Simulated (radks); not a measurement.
Effect of the nuclear size on neutral rubidium, [Kr] 5s1. Calculated with a radial shooting solver on a logarithmic mesh with Libxc functionals: Dirac Kohn-Sham, LDA (Slater exchange, Perdew-Wang correlation), spin-unpolarised, spherical densities, finite nucleus; Fermi nuclear charge, rms radius 4.2036 fm. The rms radius is varied about that value; shifts are against it.

| rms radius (fm) | total energy shift (eV) | density at nucleus (e/bohr^3) | 1s1/2 shift (meV) | 2s1/2 shift (meV) | 3p1/2 shift (meV) | 4s1/2 shift (meV) |
|---|---|---|---|---|---|---|
| 3.6109 | -0.189 | 5.539e+04 | -80.0 | -8.17 | 0.132 | -0.154 |
| 3.9556 | -0.0821 | 5.496e+04 | -34.8 | -3.56 | 0.058 | -0.067 |
| 4.2036 | 0 | 5.468e+04 | 0.000 | 0.000 | 0.000 | 0.000 |
| 4.397 | 0.0672 | 5.448e+04 | 28.5 | 2.91 | -0.047 | 0.055 |
| 4.9308 | 0.267 | 5.396e+04 | 113 | 11.6 | -0.188 | 0.219 |

Slopes of the eigenvalues against <r^2> in GHz/fm^2, as finite differences over the two radii next to the reference (eigenvalue slopes, not the field-shift constants of lines): 1s1/2 4150, 2s1/2 424, 3p1/2 -6.88, 4s1/2 8.02.
